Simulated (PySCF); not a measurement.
NMR data simulated for an unnamed compound:

1H NMR (300 MHz, computed): δ 7.90 (m, 1H), 7.05 (m, 1H), 6.66 (m, 1H), 4.63 (sept, 1H), 3.57 (d, 6H).

13C{1H} NMR (computed): δ 155.0 (CH), 153.9 (C), 129.4 (CH), 117.2 (CH).

Level of theory: geometry: GFN2-xTB, PBE0/pcSseg-1 with gauge-including orbitals, in PySCF (no solvent model, averaged over atoms made equivalent by symmetry, fast rotation or ring inversion, non-relativistic, one computed conformer).

References, each an isolated molecule treated in the same way: 1H (σ = 31.72 ppm), 13C (σ = 186.93 ppm) vs TMS.

Which of these does the molecule contain: a heteroaromatic ring, an S-methyl group, a CF3 group, an amide, a Si–H bond?

## Answers


- A heteroaromatic ring: yes.
- An S-methyl group: no.
- A CF3 group: no.
- An amide: no.
- A Si–H bond: yes (δH 3.57 (d)).

The data belong to `InChI=1S/C4H10OSi3/c6-8(7)4-2-1-3-5-4/h1-3,8H,6-7H3`; they needn't prove each group on their own.

Carbon signals by region: 4 in the sp2 and nitrile region (100–160 ppm).

Shifts are as computed. Against solution values, carbons near 30 ppm lie about +3 ppm off and those near 130 ppm about +5 ppm. Of 1211 compounds with measured shifts, 218 miss one by over three times the rms of a fit or turn the order of signals round; such compounds aren't used in these exercises. Multiplicities follow the n + 1 count of equivalent neighbours, as no J values were calculated; m marks all less simple cases, F and P coupling included.
